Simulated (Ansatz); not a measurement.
The first iterations of a band of C2H8OSSi (13 atoms, charge 0, multiplicity 1).

Level of theory: RKS B3LYP-D4/def2-SVP (Ansatz 0.2.0).

* movable images: 9
* climbing image: yes
* spring: 5.0 eV/Å²
* optimiser: quadratic models (default)
* start path: through a guess of the saddle point
* force threshold: 0.05 eV/Å
* iteration limit: 50
* end points: relaxed

Initial state:

```xyz
13
Properties=species:S:1:pos:R:3
Si 0.081 0.648 0.685
S 2.237 0.427 0.634
O -0.672 -0.836 0.750
C -0.502 -1.889 -0.173
H 0.566 -2.091 -0.371
H -0.357 1.332 1.926
C -0.358 1.613 -0.859
H 2.316 -0.178 1.842
H -0.958 -2.801 0.244
H -0.996 -1.670 -1.139
H 0.084 2.622 -0.829
H 0.010 1.107 -1.766
H -1.452 1.717 -0.943
```

Final state:

```xyz
13
Properties=species:S:1:pos:R:3
Si -0.644 0.336 0.488
S 2.797 -0.229 0.229
O -2.136 -0.476 0.519
C -1.055 -1.419 0.188
H 2.296 -1.285 -0.452
H -0.148 0.768 1.818
C -0.427 1.591 -0.873
H 2.521 -0.803 1.423
H -0.907 -2.202 0.947
H -1.133 -1.835 -0.829
H -0.996 2.506 -0.643
H 0.633 1.864 -0.990
H -0.801 1.184 -1.825
```

| iteration | highest image above the first end (eV) | largest band force component (eV/Å) |
| --- | --- | --- |
| 1 | 4.916 | 5.753 |
| 2 | 4.032 | 3.107 |
| 3 | 3.626 | 3.355 |
| 4 | 3.475 | 1.130 |
| 5 | 3.304 | 1.432 |
| 6 | 3.326 | 1.593 |

Problem. Does the band converge within its limit, and where does its top end?

Solution. The run converged. It ended after 18 iterations with the highest image 3.529 eV above the first end. The profile has 2 maxima (images 2, 7) with wells between them (image 4): this band takes more than one step, which may be the mechanism or a detour left from its start path. Neighbouring images differ by up to 2.3 eV, so the band resolves the path poorly. A vibrational analysis at the climbing image gives one clearly imaginary mode, 1258i cm⁻¹: a first-order saddle point. The orbitals stay closed-shell, which can raise the energy where a bond breaks towards radicals; this wasn't checked here.

Run time: 7.5 min on 2 threads of Arm Neoverse V2, with other jobs on the host, peak memory 0.29 GiB.
